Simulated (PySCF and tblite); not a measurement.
Values are calculated unless marked as measured or tabulated.
Stationary points of C₇H₁₁FO₂ at GFN2-xTB, in Å:

Structure A

```
 1 C    -0.959    1.505   -0.378
 2 C    -0.897    0.017   -0.012
 3 C    -2.010   -0.303    0.987
 4 C    -1.073   -0.852   -1.262
 5 C     0.452   -0.295    0.648
 6 O     0.528   -0.716    1.778
 7 C     1.635   -0.049   -0.188
 8 C     2.891   -0.267    0.224
 9 O     4.014   -0.071   -0.476
10 F     3.192   -0.723    1.425
11 H    -0.224    1.769   -1.134
12 H    -1.946    1.743   -0.768
13 H    -0.781    2.117    0.503
14 H    -1.974   -1.353    1.267
15 H    -1.886    0.288    1.891
16 H    -2.984   -0.086    0.554
17 H    -2.071   -0.704   -1.671
18 H    -0.352   -0.604   -2.036
19 H    -0.960   -1.904   -1.010
20 H     1.496    0.326   -1.188
21 H     3.826    0.261   -1.362
```

Structure B

```
 1 C    -1.025    1.520   -0.336
 2 C    -0.936    0.022   -0.020
 3 C    -1.994   -0.339    1.025
 4 C    -1.167   -0.810   -1.286
 5 C     0.449   -0.297    0.555
 6 O     0.592   -0.759    1.664
 7 C     1.580   -0.003   -0.334
 8 C     2.858   -0.214   -0.004
 9 O     3.889    0.050   -0.801
10 F     3.240   -0.718    1.173
11 H    -0.329    1.810   -1.118
12 H    -2.032    1.762   -0.670
13 H    -0.809    2.107    0.553
14 H    -1.931   -1.395    1.274
15 H    -1.833    0.231    1.937
16 H    -2.990   -0.124    0.646
17 H    -2.178   -0.644   -1.652
18 H    -0.471   -0.545   -2.077
19 H    -1.052   -1.869   -1.067
20 H     1.406    0.407   -1.313
21 H     4.724   -0.178   -0.368
```

Structure C

```
 1 C    -0.916    1.490   -0.214
 2 C    -0.914   -0.013    0.084
 3 C    -2.003   -0.334    1.109
 4 C    -1.173   -0.816   -1.197
 5 C     0.443   -0.416    0.669
 6 O     0.546   -0.979    1.732
 7 C     1.614   -0.078   -0.165
 8 C     2.864   -0.018    0.297
 9 O     3.951    0.323   -0.414
10 F     3.163   -0.219    1.582
11 H    -0.176    1.754   -0.966
12 H    -1.896    1.788   -0.581
13 H    -0.702    2.055    0.690
14 H    -2.005   -1.397    1.337
15 H    -1.820    0.207    2.034
16 H    -2.980   -0.054    0.724
17 H    -2.179   -0.612   -1.556
18 H    -0.475   -0.553   -1.988
19 H    -1.088   -1.882   -1.000
20 H     1.468    0.146   -1.208
21 H     4.279   -0.392   -0.971
```

Level: PBE/pcSseg-1 + D3(BJ), IEF-PCM chloroform on GFN2-xTB stationary points, with GFN2-xTB thermal terms.

Question: Which structure is a saddle point, and along which motion?

Answer: C: one imaginary mode (433i cm⁻¹ at GFN2-xTB, mostly on H21, O9), along the rotation about the C8–O9 bond (torsion C7–C8–O9–H from -180° to 0°, rising).

Question: Give their symmetry and energies above the lowest.

Answer: A Cs, 0.5 kcal/mol; B Cs, 0.0 kcal/mol; C C1, 5.7 kcal/mol.
